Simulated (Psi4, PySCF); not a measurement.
Input for Psi4:
```
memory 2 GB

molecule {
-1 1
C     0.02175028   -0.12408657    0.25511709
C    -0.03382703   -0.78243920   -0.96149211
C    -0.03562593    0.72694132   -0.96482053
C    -0.03703522   -0.02725049    1.59144410
H     0.74712244   -1.39169963   -1.41643569
H     0.85066478    1.35445423   -1.19119110
H    -0.95600069    1.25563075   -1.25226488
H     0.06907213   -0.89566575    2.23581421
H    -0.20243112    0.91829006    2.10258625
}

set {
  basis sto-3g
  scf_type pk
  puream true
  d_convergence 1e-8
  dft_radial_points 99
  dft_spherical_points 590
}

energy('bhhlyp')
print_variables()
```

Give the equivalent PySCF input.

This is not unique; one that fits is 
```python
from pyscf import gto, scf, dft

mol = gto.Mole()
mol.atom = '''
    C     0.021750   -0.124087    0.255117
    C    -0.033827   -0.782439   -0.961492
    C    -0.035626    0.726941   -0.964821
    C    -0.037035   -0.027250    1.591444
    H     0.747122   -1.391700   -1.416436
    H     0.850665    1.354454   -1.191191
    H    -0.956001    1.255631   -1.252265
    H     0.069072   -0.895666    2.235814
    H    -0.202431    0.918290    2.102586
'''
mol.basis = 'sto-3g'
mol.charge = -1
mol.spin = 0
mol.verbose = 4
mol.build()

mf = dft.RKS(mol)
mf.xc = 'bhandhlyp'
mf.grids.atom_grid = (99, 590)
mf.grids.prune = None
mf.kernel()
```

Both were run: Psi4 gave -153.170771 Eh and PySCF -153.170771 Eh, 0.000 mEh apart.
